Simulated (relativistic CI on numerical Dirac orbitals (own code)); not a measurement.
**Pt⁶⁴⁺: sensitivity of the levels to the model**

Base calculation: Dirac-Coulomb-Breit CI, separate exchange-only KLI orbitals for each configuration, model QED (radiative potential, 1s self-energy scaled to tabulated hydrogen-like ionisation energies), unscaled Slater integrals.

Configuration list (outside the closed core [Ne]): 3s2 3p2, 3s2 3p 3d, 3s 3p3, 3s2 3d2, 3p4, 3s 3p2 3d, 3p2 3d2, 3s 3p 3d2, 3p3 3d, 3s2 3d 4s, 3s2 3d 4p, 3s 3p 3d 4s, 3p3 4s, 3s2 3p 4s, 3s 3p 3d 4p, 3p3 4p. Levels of other configurations are missing.

The lowest level and the first level of each name with at least 55 % of one term (blank where a level has no safe partner in the second run):

```tsv
Level	Base (eV)	Shift (eV)
3s2 3p2 3P_0	0.00	0.00
3s2 3p2 3P_1	450.47	+0.43
3s2 3p2 1D_2	460.53	+0.82
3s2 3p 3d 3F°_2	686.10	-1.48
3s2 3p2 3P_2	918.88	+3.00
3s2 3p2 1S_0	940.80	+4.58
3s 3p3 3D°_3	1095.40	-1.01
3s 3p3 3P°_0	1107.24	+0.33
3s2 3p 3d 3P°_0	1184.60	+0.92
3s2 3p 3d 3F°_4	1254.52	+0.20
3s2 3p 3d 3D°_3	1289.63	+1.87
3s 3p2 3d 5D_0	1300.83	
3s2 3p 3d 1P°_1	1300.86	+1.26
3s 3p2 3d 3G_5	1429.61
```

At this charge energies of transitions that change n are usually good to better than 1 %, and those within a shell (Δn = 0) to a few per cent.

Task: One thing was changed in a second run, which moved the levels as shown. Which?
A. QED terms removed
B. P86 correlation estimate
C. only the first 3 configurations
D. Breit term removed

Result: C. Only the first 3 configurations. With fewer configurations the levels that remain lose their mixing partners.

LS names give the leading component of a level, which can be under half, so a name can repeat, a term be missing and a line seem to break the LS rules.
